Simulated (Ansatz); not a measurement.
A nudged elastic band was laid between two geometries of BFH₇NOSi (12 atoms, charge 0, multiplicity 1).

All numbers below come from Ansatz, RKS revPBE/def2-SVP.

| Item | Value |
| --- | --- |
| movable images | 5 |
| climbing image | yes |
| spring | 5.0 eV/Å² |
| optimiser | quadratic models (default) |
| start path | through a guess of the saddle point |
| force threshold | 0.03 eV/Å |
| iteration limit | 60 |
| end points | relaxed |

First end point:

```xyz
12
Properties=species:S:1:pos:R:3
B 0.004 0.084 0.159
F -0.324 -0.977 1.013
H 1.205 0.200 -0.111
O -0.863 0.289 -0.944
H -1.683 -0.220 -0.812
N -0.272 1.513 1.264
H -1.132 1.957 0.908
Si 1.168 2.629 1.252
H 2.318 1.873 1.836
H 1.398 3.042 -0.166
H 0.868 3.838 2.098
H -0.486 1.126 2.195
```

Last end point:

```xyz
12
Properties=species:S:1:pos:R:3
B -0.170 0.505 -0.238
F -0.137 0.001 2.805
H 0.883 -0.094 -0.357
O -1.324 0.110 -0.873
H -1.193 -0.706 -1.384
N -0.232 1.673 0.613
H -1.129 2.176 0.586
Si 1.179 2.583 1.231
H 2.331 1.633 1.326
H 1.533 3.720 0.308
H 0.831 3.155 2.575
H -0.371 0.596 2.099
```

(1) What changes between the two ends?

(2) Give the energies along the band, and the barrier.

(3) What is the geometry of the highest image?

Answers

(1) Bonds broken: B1–F2, N6–H12. Bonds formed: F2–H12. BFH7NOSi becomes BH6NOSi + FH.

(2) The forces met the threshold. The highest image is number 4 of 0 to 6, 90.8 kJ/mol above the first end and 50.8 kJ/mol above the last; the last end lies 40.0 kJ/mol above the first. Beside the main top the profile has a ripple of under 15 meV (maxima at images 1, 4), which may be a very shallow well or noise. A structure lower than the first end lies on the path between it and the top, so the climb from that side starts below the end, which may itself be a saddle point or a shallow side well. A vibrational analysis at the climbing image gives one clearly imaginary mode, 787i cm⁻¹: a first-order saddle point. The orbitals stay closed-shell, which can raise the energy where a bond breaks towards radicals; this wasn't checked here.

```json
{"image": "0", "path coordinate (Å)": "0.00", "energy (kJ/mol)": "0.0", "B1–F2 (Å)": "1.40", "N6–H12 (Å)": "1.03", "F2–H12 (Å)": "2.42"}
{"image": "1", "path coordinate (Å)": "0.60", "energy (kJ/mol)": "0.9", "B1–F2 (Å)": "1.41", "N6–H12 (Å)": "1.03", "F2–H12 (Å)": "2.39"}
{"image": "2", "path coordinate (Å)": "1.20", "energy (kJ/mol)": "-0.8", "B1–F2 (Å)": "1.42", "N6–H12 (Å)": "1.03", "F2–H12 (Å)": "2.30"}
{"image": "3", "path coordinate (Å)": "1.80", "energy (kJ/mol)": "18.3", "B1–F2 (Å)": "1.47", "N6–H12 (Å)": "1.05", "F2–H12 (Å)": "1.80"}
{"image": "4", "path coordinate (Å)": "2.40", "energy (kJ/mol)": "90.8", "B1–F2 (Å)": "1.83", "N6–H12 (Å)": "1.32", "F2–H12 (Å)": "1.15"}
{"image": "5", "path coordinate (Å)": "3.42", "energy (kJ/mol)": "42.3", "B1–F2 (Å)": "2.80", "N6–H12 (Å)": "1.85", "F2–H12 (Å)": "0.95"}
{"image": "6", "path coordinate (Å)": "4.44", "energy (kJ/mol)": "40.0", "B1–F2 (Å)": "3.08", "N6–H12 (Å)": "1.84", "F2–H12 (Å)": "0.95"}
```

(3) 
```xyz
12
Properties=species:S:1:pos:R:3:forces:R:3
B -0.163 0.353 0.138 0.00 0.00 0.00
F -0.421 -0.555 1.701 0.00 0.00 0.00
H 0.939 -0.038 -0.211 0.00 0.00 0.00
O -1.294 0.219 -0.654 0.00 0.00 0.00
H -1.214 -0.534 -1.262 0.00 0.00 0.00
N -0.214 1.620 1.043 0.00 0.00 0.00
H -1.104 2.122 0.907 0.00 0.00 0.00
Si 1.222 2.678 1.244 0.00 0.00 0.00
H 2.349 1.825 1.742 0.00 0.00 0.00
H 1.607 3.336 -0.053 0.00 0.00 0.00
H 0.881 3.739 2.252 0.00 0.00 0.00
H -0.387 0.589 1.845 0.00 0.00 0.00
```

Time of the run: 110 s on 4 threads of Arm Neoverse V2 (shared host), peak memory 0.14 GiB.
